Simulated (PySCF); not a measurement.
All of these have the formula C5H7F3O. Theory: PySCF, TDDFT B3LYP/def2-SVPD, vertical, gas phase, core orbitals frozen in the response. Geometries: GFN2-xTB; one conformer of each isolated species. Triplets are in the Tamm–Dancoff approximation.

**Question.** Rank by computed HOMO–LUMO gap, highest first.
A. `COCCC(F)=C(F)F`
B. `FC[C@@H]1CO[C@@H]1C(F)F`
C. `FC[C@@H]1CO[C@H]1C(F)F`
D. `CO[C@H](C)C(F)=C(F)F`
E. `FC(F)[C@H](F)C1COC1`
F. `[C@H]1(C[C@@](F)(OC1)CF)F`

**Answer.** F (8.86 eV), B (7.99 eV), C (7.85 eV), E (7.72 eV), D (7.37 eV), A (7.12 eV).

```tsv
SMILES	gap (eV)	T1 (eV)	first f ≥ 0.01 (nm)	α (au)	S1 (eV)	S1 mainly
FC[C@@]1(F)C[C@@H](F)CO1	8.86	7.82	156	63.4	7.95	H→L (96%)
FC[C@@H]1CO[C@@H]1C(F)F	7.99	6.57	175	63.7	6.94	H→L+1 (86%)
FC[C@@H]1CO[C@H]1C(F)F	7.85	6.53	159	64.2	6.87	H→L (74%)
FC(F)[C@H](F)C1COC1	7.72	6.44	150	63.9	6.68	H→L (57%)
CO[C@H](C)C(F)=C(F)F	7.37	4.54	192	69.2	6.44	H→L+1 (88%)
COCCC(F)=C(F)F	7.12	4.55	198	69.9	6.26	H→L (56%)
```

H and L stand for HOMO and LUMO.
